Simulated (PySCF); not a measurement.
Job file and geometry (Å, from GFN2-xTB) of an NMR shielding run on `C[C@@H]([SiH](O)O)[S@@](C)=O`, C₃H₁₀O₃SSi, PySCF 2.14.0, density-fitted response routines, GIAO PBE0/pcSseg-1 NMR shielding, non-relativistic, gas phase; density fitting, a coarse starting grid and PySCF grid level 2 are the driver's defaults:

```
$ OMP_NUM_THREADS=1 python probes_run.py task.json out

{"job": {"kind": "nmr", "xc": "PBE0", "basis": "pcSseg-1"}, "charge": 0, "multiplicity": 1}
C     -0.358511    -0.889066     1.548633
C     -0.097594    -0.336437     0.162282
Si    -1.662192     0.047599    -0.855910
O     -1.248253     0.715224    -2.265591
O     -2.363058    -1.391397    -1.119871
S      0.786836     1.272426     0.342311
C      2.492943     0.582823     0.481158
O      0.763290     1.912113    -0.992700
H     -0.924977    -0.171085     2.137302
H      0.565678    -1.117048     2.079212
H     -0.942707    -1.803041     1.474735
H      0.558518    -1.001097    -0.400335
H     -2.545797     0.917548    -0.079006
H     -0.520185     1.353399    -2.189933
H     -2.960315    -1.482791    -1.855980
H      2.542285    -0.065588     1.347736
H      3.173769     1.418831     0.603759
H      2.731510     0.043904    -0.429460
```

**Question.** What does the program print?

**Answer.** 
```
coarse grid: 15968 points
cycle   1  E = -1032.6755625349  dE =  1.277e+00  |g| = 1.254e+00  |ddm| = 3.921e+00
cycle   2  E = -1031.9881249512  dE =  6.874e-01  |g| = 2.250e+00  |ddm| = 3.551e+00
cycle   3  E = -1032.9288621946  dE = -9.407e-01  |g| = 3.867e-01  |ddm| = 2.938e+00
cycle   4  E = -1032.9585433969  dE = -2.968e-02  |g| = 1.088e-01  |ddm| = 4.557e-01
cycle   5  E = -1032.9606245719  dE = -2.081e-03  |g| = 2.638e-02  |ddm| = 1.154e-01
cycle   6  E = -1032.9607692634  dE = -1.447e-04  |g| = 7.498e-03  |ddm| = 2.896e-02
cycle   7  E = -1032.9607809085  dE = -1.165e-05  |g| = 2.037e-03  |ddm| = 7.268e-03
cycle   8  E = -1032.9607818004  dE = -8.918e-07  |g| = 6.114e-04  |ddm| = 2.823e-03
final grid: 144640 points
cycle   9  E = -1033.0402149982  dE = -3.035e-05  |g| = 1.296e-02  |ddm| = 2.774e-02
cycle  10  E = -1033.0401555422  dE =  5.946e-05  |g| = 2.124e-02  |ddm| = 3.064e-02
cycle  11  E = -1033.0402487247  dE = -9.318e-05  |g| = 2.926e-03  |ddm| = 2.199e-02
cycle  12  E = -1033.0402503460  dE = -1.621e-06  |g| = 3.467e-04  |ddm| = 2.722e-03
cycle  13  E = -1033.0402503660  dE = -1.997e-08  |g| = 1.397e-04  |ddm| = 3.841e-04
cycle  14  E = -1033.0402503694  dE = -3.436e-09  |g| = 4.488e-05  |ddm| = 1.355e-04
cycle  15  E = -1033.0402503699  dE = -4.557e-10  |g| = 9.094e-06  |ddm| = 5.649e-05
converged SCF energy = -1033.0402503699

GIAO shielding tensors (ppm)
atom      isotropic    diamagn.    paramagn.     s11        s22        s33       span
  0 C      177.676     248.543     -70.867    170.498    174.428    188.102     17.604
  1 C      130.929     263.216    -132.287    106.246    120.686    165.854     59.608
  2 Si     372.987     880.244    -507.257    355.876    370.375    392.710     36.834
  3 O      264.481     392.772    -128.291    231.373    264.131    297.937     66.564
  4 O      294.492     386.628     -92.136    262.605    305.902    314.968     52.362
  5 S      173.942    1055.957    -882.015     25.393     69.013    427.420    402.027
  6 C      140.498     255.092    -114.595    112.147    122.580    186.765     74.618
  7 O      276.499     401.282    -124.783     72.811    287.869    468.815    396.004
  8 H       30.733      30.892      -0.159     26.707     28.500     36.992     10.285
  9 H       31.011      31.222      -0.210     25.630     30.007     37.396     11.767
 10 H       30.099      30.011       0.088     24.648     28.633     37.016     12.368
 11 H       29.571      36.998      -7.426     28.243     29.162     31.308      3.065
 12 H       26.590      30.120      -3.530     23.849     24.287     31.635      7.786
 13 H       26.590      33.562      -6.972     14.171     23.062     42.536     28.366
 14 H       29.813      29.096       0.718     21.336     24.173     43.931     22.594
 15 H       29.516      31.753      -2.237     25.108     28.498     34.941      9.834
 16 H       28.858      29.219      -0.361     25.293     26.612     34.669      9.377
 17 H       29.403      32.092      -2.689     26.314     28.274     33.623      7.309
```

**Question.** Turn these shieldings into chemical shifts. Shifts are taken against calculated references (same method and geometry level): 13C (σref 186.93) and 29Si (σref 349.16) and 1H (σref 31.72) vs TMS; 17O (σref 336.08) vs H2O; 33S (σref 503.73) against CS2.

**Answer.** Averaging equivalent atoms: C 1: 56.0; C 6: 46.4; C 0: 9.2; Si 2: -23.8; O 3: 71.6; O 7: 59.6; O 4: 41.6; S 5: 330; H 13: 5.13; H 12: 5.13; H 15/16/17: 2.46; H 11: 2.15; H 14: 1.90; H 8/9/10: 1.10 ppm. Experimental scales use liquid or dissolved standards, which lie at an offset from isolated H2O (liquid H2O: subtract about 36 ppm).

Size and cost of the density-fitted run: 200 basis functions, 68 s wall time on 1 thread of an Arm Neoverse N1, shared host; peak memory 0.91 GiB.
